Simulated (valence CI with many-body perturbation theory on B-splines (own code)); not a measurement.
## Energy levels of Br⁴⁺

Calculated by relativistic CI+MBPT: three valence electrons over a frozen Dirac-Fock core [Ar] 3d10, radial functions for each j: 11 s, 11 p, 10 d, 8 f, 5 g, 2 h, with the one-electron correlation potential Σ1, the two-electron term Σ2, the three-electron term Σ3, Breit, model QED; selected CI, second order for the rest, scaled by the run's own slope (own B-spline code, finite nucleus).

Against 8 measured levels this calculation errs by 76 cm⁻¹ on average and by 221 at most. These come from a selection out of Moore, Atomic Energy Levels, vol. II, NSRDS-NBS 35 (1971 reprint of NBS Circular 467, 1952), an old analysis. Levels without a partner in it may be off by more.

Levels 91 to 135 of 140, with energies above the lowest level, 4s2.4p 2P°_1/2. "Leading %" is the weight of the configuration and term that name the level; weights of strongly mixed levels are sums over their largest components and can fall short. In the jj column 3d3/2^4 stands for four electrons in 3d with j = 3/2. Lifetimes count E1, E2, E3, M1 and M2 decay at the calculated energies, and are blank where another channel may lead or the interval is too uncertain; long ones can be off by a factor of two.

| No. | Configuration | Term | J | E (cm⁻¹) | Leading % | Leading jj | Lifetime | Second component |
| --- | --- | --- | --- | --- | --- | --- | --- | --- |
| 91 | 4s.4p.5p | 2D | 5/2 | 403150 | 56 | 4s 4p3/2 5p3/2 (40 %) | 167 ps | 33 % 4s2.7d 2D |
| 92 | 4s2.6g | 2G | 7/2 | 403950 | 66 | 4s^2 6g7/2 (66 %) | 352 ps | 12 % 4s.4p.4f 4G |
| 93 | 4s.4p.4f | 4G | 5/2 | 403980 | 93 | 4s 4p1/2 4f5/2 (73 %) | 108 ps |  |
| 94 | 4s.4p.5p | 2P | 1/2 | 404110 | 85 | 4s 4p3/2 5p1/2 (51 %) | 94.2 ps |  |
| 95 | 4p2.4d | 4D | 3/2 | 404500 | 45 | 4s 4p3/2 4f5/2 (31 %) | 259 ps | 38 % 4s.4p.4f 4D |
| 96 | 4s.4p.4f | 4D | 7/2 | 404570 | 47 | 4s 4p3/2 4f7/2 (37 %) | 296 ps | 29 % 4p2.4d 4D |
| 97 | 4s2.6h | 2H° | 9/2 | 404580 | 97 | 4s^2 6h9/2 (97 %) | 965 ps |  |
| 98 | 4s2.6h | 2H° | 11/2 | 404580 | 97 | 4s^2 6h11/2 (97 %) | 965 ps |  |
| 99 | 4s.4p.4f | 4D | 5/2 | 404600 | 46 | 4s 4p3/2 4f5/2 (21 %) | 304 ps | 41 % 4p2.4d 4D |
| 100 | 4p2.4d | 4D | 1/2 | 404630 | 51 | 4p1/2 4p3/2 4d3/2 (46 %) | 287 ps | 40 % 4s.4p.4f 4D |
| 101 | 4s2.6g | 2G | 9/2 | 404730 | 40 | 4s^2 6g9/2 (40 %) | 349 ps | 30 % 4s.4p.4f 2G |
| 102 | 4s.4p.5p | 2P | 3/2 | 405320 | 76 | 4s 4p3/2 5p3/2 (51 %) | 101 ps | 5 % 4s.4p.4f 4D |
| 103 | 4s.4p.4f | 4G | 7/2 | 405620 | 78 | 4s 4p3/2 4f5/2 (39 %) | 125 ps | 9 % 4s2.6g 2G |
| 104 | 4s.4p.4f | 4G | 9/2 | 407380 | 83 | 4s 4p3/2 4f5/2 (54 %) | 120 ps |  |
| 105 | 4s.4p.4f | 2D | 5/2 | 407420 | 49 | 4s 4p1/2 4f5/2 (24 %) | 132 ps | 18 % 4p2.4d 2F |
| 106 | 4s.4p.4f | 4G | 11/2 | 409170 | 98 | 4s 4p3/2 4f7/2 (98 %) | 106 ps |  |
| 107 | 4s2.7d | 2D | 3/2 | 409230 | 65 | 4s^2 7d3/2 (65 %) | 218 ps | 26 % 4s.4p.5p 2D |
| 108 | 4s2.7d | 2D | 5/2 | 409660 | 59 | 4s^2 7d5/2 (59 %) | 188 ps | 30 % 4s.4p.5p 2D |
| 109 | 4s2.8s | 2S | 1/2 | 409850 | 65 | 4s^2 8s (65 %) | 156 ps | 28 % 4s.4p.5p 2S |
| 110 | 4s.4p.4f | 2D | 3/2 | 410880 | 53 | 4s 4p3/2 4f7/2 (44 %) | 132 ps | 21 % 4p2.4d 2P |
| 111 | 4p2.4d | 2F | 7/2 | 410890 | 52 | 4p1/2 4p3/2 4d5/2 (26 %) | 94.5 ps | 28 % 4s.4p.4f 2F |
| 112 | 4p2.4d | 2F | 5/2 | 411130 | 28 | 4s 4p3/2 4f7/2 (27 %) | 106 ps | 27 % 4s.4p.4f 2D |
| 113 | 4p2.4d | 2P | 3/2 | 412010 | 56 | 4p1/2 4p3/2 4d5/2 (30 %) | 110 ps | 20 % 4s.4p.4f 2D |
| 114 | 4s.4p.5p | 2S | 1/2 | 412200 | 61 | 4s 4p3/2 5p3/2 (36 %) | 217 ps | 32 % 4s2.8s 2S |
| 115 | 4p2.4d | 4F | 3/2 | 414300 | 44 | 4p1/2 4p3/2 4d3/2 (22 %) | 77.7 ps | 42 % 4s.4p.4f 4F |
| 116 | 4p2.4d | 4F | 5/2 | 414960 | 47 | 4p1/2 4p3/2 4d3/2 (31 %) | 75.8 ps | 40 % 4s.4p.4f 4F |
| 117 | 4p2.4d | 2P | 1/2 | 415750 | 83 | 4p3/2^2 4d5/2 (50 %) | 99.0 ps | 6 % 4s.4p.4f 4D |
| 118 | 4p2.4d | 4F | 7/2 | 416280 | 48 | 4p1/2 4p3/2 4d5/2 (44 %) | 76.3 ps | 35 % 4s.4p.4f 4F |
| 119 | 4s2.8p | 2P° | 1/2 | 416580 | 96 | 4s^2 8p1/2 (96 %) | 2.07 ns |  |
| 120 | 4s2.8p | 2P° | 3/2 | 416840 | 96 | 4s^2 8p3/2 (96 %) | 1.96 ns |  |
| 121 | 4s.4p.5d | 4F° | 3/2 | 417300 | 74 | 4s 4p1/2 5d3/2 (90 %) | 448 ps | 13 % 4s.4p.5d 4D° |
| 122 | 4s.4p.5d | 4F° | 5/2 | 418050 | 55 | 4s 4p1/2 5d5/2 (66 %) | 438 ps | 35 % 4s.4p.5d 4D° |
| 123 | 4p2.4d | 4F | 9/2 | 418640 | 56 | 4s 4p3/2 4f7/2 (37 %) | 77.2 ps | 36 % 4s.4p.4f 4F |
| 124 | 4s.4p.5d | 4D° | 1/2 | 419630 | 92 | 4s 4p1/2 5d3/2 (64 %) | 352 ps |  |
| 125 | 4s.4p.5d | 4F° | 7/2 | 419650 | 56 | 4s 4p1/2 5d5/2 (66 %) | 444 ps | 37 % 4s.4p.5d 4D° |
| 126 | 4s.4p.5d | 4D° | 3/2 | 419760 | 61 | 4s 4p1/2 5d5/2 (40 %) | 361 ps | 19 % 4s.4p.5d 2D° |
| 127 | 4s.4p.5d | 2D° | 5/2 | 419930 | 35 | 4s 4p1/2 5d3/2 (38 %) | 371 ps | 23 % 4s.4p.5d 4F° |
| 128 | 4s.4p.5d | 2D° | 3/2 | 421650 | 61 | 4s 4p1/2 5d3/2 (30 %) | 325 ps | 18 % 4s.4p.5d 4F° |
| 129 | 4s.4p.4f | 2G | 7/2 | 421940 | 32 | 4s^2 7g7/2 (32 %) | 395 ps | 32 % 4s2.7g 2G |
| 130 | 4p2.4d | 4D | 5/2 | 421970 | 43 | 4s 4p3/2 4f7/2 (23 %) | 74.5 ps | 42 % 4s.4p.4f 4D |
| 131 | 4s.4p.4f | 4D | 3/2 | 422060 | 49 | 4s 4p3/2 4f5/2 (38 %) | 75.8 ps | 42 % 4p2.4d 4D |
| 132 | 4s2.7g | 2G | 9/2 | 422310 | 42 | 4s^2 7g9/2 (42 %) | 501 ps | 30 % 4s.4p.4f 2G |
| 133 | 4s2.7f | 2F° | 5/2 | 422370 | 29 | 4s 4p1/2 5d5/2 (29 %) | 427 ps | 23 % 4s.4p.5d 2D° |
| 134 | 4s.4p.4f | 4D | 1/2 | 422420 | 50 | 4s 4p3/2 4f5/2 (50 %) | 76.9 ps | 43 % 4p2.4d 4D |
| 135 | 4p2.4d | 4D | 7/2 | 422590 | 52 | 4p3/2^2 4d5/2 (38 %) | 77.8 ps | 31 % 4s.4p.4f 4D |

Names give the largest LS component (configuration and term), which can be under half, so a name can repeat, a term be missing and a line seem to break the LS rules; names also repeat where a configuration has a term twice.

Where two levels of one J and parity lie close, their mixing, g and order are uncertain.
